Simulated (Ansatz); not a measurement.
Consider the substitution at a C–N bond: `CN(C)B(F)F` + `CBN` → `CBNC` + `CNB(F)F`.

Program: Ansatz. Geometries: PBE0-D4/def2-TZVP. ΔE: electronic, gas phase. CCSD(T)/CBS adds triple-zeta CCSD(T) − MP2 to the extrapolated MP2 energy (def2 sets, frozen cores). Functionals use def2-TZVPP. B3LYP here is the variant with VWN-RPA as its local correlation; programs differ in this. HSE06 is defined as in plane-wave codes. Each species was taken in one conformer, which may not be the lowest.

| level | ΔE (kJ/mol) |
| --- | --- |
| PBE0-D4 | 6.7 |
| B3LYP-D4 | 7.1 |
| BHLYP-D4 | 7.4 |
| B3LYP | 4.0 |
| HSE06 | 5.0 |
| CCSD(T)/def2-SVP | 7.4 |
| CCSD(T)/def2-TZVPP | 8.4 |
| SCS-MP2/def2-QZVPP | 7.7 |

(1) What does CCSD(T)/CBS give? (Best estimate.)

Largest T1 diagnostic among the species: 0.011.

Results:

(1) Ansatz gave: +7.9 kJ/mol. The listed levels differ from it by -1.2, -0.8, -0.5, -3.9, -2.9, -0.5, 0.5, -0.2 kJ/mol.

Leaving LDA and LC-ωPBE aside and taking each functional with its dispersion term where it has one, the values, not all of them listed here, spread over 2.4 kJ/mol, from B2PLYP to B97M-V. LDA lies +5.2 kJ/mol from PBE without D4. The D4 term adds +3.1 kJ/mol with B3LYP and +1.6 kJ/mol with PBE0; it sums over pairs of atoms, weighted by their polarisabilities, and B3LYP, whose exchange is more repulsive, gets the larger term. In def2-TZVPP, CCSD(T) changes the Hartree–Fock value by +5.2 kJ/mol (the triples alone add +0.8 kJ/mol) and MP2 by +6.7 kJ/mol.
